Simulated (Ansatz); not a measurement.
`CO[SiH2][SiH2]Cl` → `CO[SiH3]` + `[SiH]Cl` at 500 K and 1 bar (silylene formation by 1,1-elimination).

Calculated with Ansatz (gas phase, PBE0-D4/def2-TZVP geometries, no zero-point term in ΔE). CCSD(T)/CBS adds triple-zeta CCSD(T) − MP2 to the extrapolated MP2 energy (def2 sets, frozen cores). This one scheme is used for every species. Each species was taken in one conformer, which may not be the lowest.

```tsv
species	CCSD(T)/CBS energy (Eh)	H − E (kJ/mol)	S (J/(mol·K))
`CO[SiH2][SiH2]Cl`	-1155.44170	261.1	472.6
`CO[SiH3]`	-405.93001	211.0	345.4
`[SiH]Cl`	-749.43948	39.6	274.0
```

H − E and S are ideal-gas, rigid-rotor, harmonic terms from PBE0-D4/def2-TZVP, for one conformer and one mirror image of each species. 1 Eh = 2625.50 kJ/mol, R = 8.31446 J/(mol·K).

Question: By hand: ΔE, ΔH, ΔS and ΔG.

Answer: ΔE = (-405.93001) + (-749.43948) − (-1155.44170) = 0.07221 Eh = 189.6 kJ/mol. Δ(H − E) = 211.0 + 39.6 − 261.1 = -10.5, so ΔH = 179.1 kJ/mol. ΔS = 345.4 + 274.0 − 472.6 = 146.8 J/(mol·K). ΔG = 179.1 − 500 × (146.8)/1000 = 105.7 kJ/mol.

Question: By hand: the equilibrium constant, and the temperature at which ΔG would vanish if ΔH and ΔS stayed fixed.

Answer: log₁₀ K = −ΔG/(RT ln 10) = -11.0. ΔG = 0 at ΔH/ΔS = 1220 K.

The number of gas molecules changes by +1, which sets the sign of ΔS. A doubt of 5 kJ/mol in ΔE shifts log₁₀ K by 0.5 here. Other conformers and mirror images would add mixing entropy, several J/(mol·K) or more a flexible species. Modes under 60 cm⁻¹, often nearly free rotors, make the harmonic entropy too high. These are equilibria of isolated gas molecules and say nothing of rates. Largest T1 diagnostic: 0.013 (customary marks: 0.02 for closed shells, 0.045 for open ones).
